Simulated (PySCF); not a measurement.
From one molecule to another.

First species: C₃H₈OSi₂.
Structure used (PBE0-D3(BJ)/def2-SVP), in Å, numbered top down from 1:
```xyz
14
C3H8OSi2 angstrom
C     -2.3838   -0.3927    0.7758
O     -2.0418    0.7147   -0.0134
Si    -0.7323    0.7700   -1.0280
C      0.8075    0.3624   -0.1036
C      1.8217    0.0701    0.5186
Si     3.3455   -0.3554    1.4507
H     -1.5536   -0.6992    1.4375
H     -3.2436   -0.1217    1.4064
H     -2.6721   -1.2640    0.1594
H     -0.6575    2.1563   -1.5514
H     -0.8573   -0.2225   -2.1374
H      3.0534   -0.3225    2.9129
H      3.7996   -1.7224    1.0637
H      4.4132    0.6352    1.1301
```

Second species: C6H11FOSe.
SMILES: `C(C)[C@H]1O[C@@H](F)C[Se]C1`

Levels: CAM-B3LYP/def2-SVPD for HOMO energy, LUMO energy, HOMO–LUMO gap and static isotropic polarisability; TDDFT CAM-B3LYP/def2-SVPD for lowest singlet excitation. Geometries: PBE0-D3(BJ)/def2-SVP. All species are isolated and taken at one optimised geometry, non-relativistic unless stated; the electronic structure was computed with PySCF and density fitting.

The conformers computed, where there is a choice (atom-mapped SMILES and torsion angles):
- `[CH3:1][O:2][SiH2:3][C:4]#[C:5][SiH3:6]`: C1–O2–Si3–C4 -55°

The conformers of `CC[C@@H]1C[Se]C[C@H](F)O1` aren't listed.

Values for the first species:

- HOMO energy: -9.46 eV
- LUMO energy: 0.14 eV
- HOMO–LUMO gap: 9.60 eV
- Lowest singlet excitation: 5.39 eV
- Static isotropic polarisability: 94.5 au

**Question.** Estimate the same properties for the second species, and the change in each.

**Answer.** 
```tsv
property	first	second	second less first
HOMO energy	-9.46 eV	-7.64 eV	+1.82 eV
LUMO energy	0.14 eV	0.62 eV	+0.48 eV
HOMO–LUMO gap	9.60 eV	8.26 eV	-1.34 eV
lowest singlet excitation	5.39 eV	4.54 eV	-0.85 eV
static isotropic polarisability	94.5 au	100.4 au	+5.9 au
```

On the first: S1 lies 4.21 eV below the HOMO–LUMO gap; its leading configuration is HOMO→LUMO, weight 0.77. The polarisability is 14.00 Å³ as a volume (1 au = 0.148185 Å³), or 1.52 au for each of the 62 electrons.

On the second: S1 lies 3.72 eV below the HOMO–LUMO gap; its leading configuration is HOMO→LUMO, weight 0.82. The principal polarisabilities are 85.1, 101.8 and 114.4 au; their mean is the isotropic value. Relativistic effects, spin–orbit coupling among them, are left out although an element past zinc is present.
